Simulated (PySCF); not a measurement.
Molecule: `Nc1ccccc1F`, C6H6FN.

Numbering as in the mapped SMILES `[NH2:1][c:2]1[cH:3][cH:4][cH:5][cH:6][c:7]1[F:8]` (H(Xn): hydrogen on atom n).

Geometry PBE0-D3(BJ)/def2-SVP throughout; GIAO in PySCF 2.14, gas phase, one conformer, non-relativistic; equivalent atoms averaged; functional PBE0.

Task: How do the absolute shieldings σ depend on the basis set? (a selection of nuclei; ppm; last column core-seconds on 1 thread of an Arm Neoverse V1, shared host)

Result: 
```
    basis set  functions     N1     C2     C4     C5     F8  H(C4)  H(C6)  H(C5)  H(N1)  core-s
       STO-3G         46  263.9  123.9  128.5  130.5  346.8  26.11  26.16  26.24  29.66     4.1
     pcSseg-0         84  204.0   48.5   59.0   67.6  334.6  25.90  25.93  26.24  30.25     7.3
        6-31G         84  212.8   69.6   78.5   86.1  332.8  25.65  25.82  25.99  29.94     8.6
       6-31G*        124  211.1   66.1   76.1   83.3  337.0  25.14  25.30  25.46  29.38      13
      cc-pVDZ        142  214.6   61.9   73.1   81.0  336.7  24.48  24.55  24.80  28.49      14
     def2-SVP        142  212.7   60.8   71.7   79.8  341.8  24.61  24.56  24.97  28.52      13
     pcSseg-1        166  201.7   44.4   54.7   63.2  324.6  24.25  24.21  24.60  28.06      22
  aug-cc-pVDZ        238  213.2   60.8   71.9   79.8  332.0  24.29  24.29  24.60  27.93      31
6-311+G(2d,p)        252  202.3   47.3   58.8   66.9  321.1  24.43  24.43  24.75  28.27      34
    def2-TZVP        284  205.0   45.7   57.5   65.9  322.8  24.38  24.40  24.71  28.29      41
      cc-pVTZ        324  204.2   47.6   58.8   67.1  324.0  24.23  24.26  24.55  27.99      49
```

Task: Which nucleus among those listed moves most, in ppm?

Result: C2 (aromatic carbon bearing nitrogen): from 44.4 ppm with pcSseg-1 to 123.9 ppm with STO-3G. The smallest spread is 1.69 ppm, at H(C5). Proton shifts span only some 12 ppm, so a few tenths of a ppm matter as much there as several ppm in carbon.

Task: Taking the largest basis, cc-pVTZ (324 functions), as the yardstick, rank the others by their worst heavy-atom deviation.

Result: def2-TZVP 2.0 ppm (284 functions), 6-311+G(2d,p) 2.9 ppm (252 functions), pcSseg-1 4.1 ppm (166 functions), pcSseg-0 10.6 ppm (84 functions), aug-cc-pVDZ 13.2 ppm (238 functions), cc-pVDZ 14.3 ppm (142 functions), def2-SVP 17.8 ppm (142 functions), 6-31G* 18.4 ppm (124 functions), 6-31G 22.0 ppm (84 functions), STO-3G 76.2 ppm (46 functions).

A small basis that lands close on one nucleus may do so by chance; judge by the trend and by all nuclei.
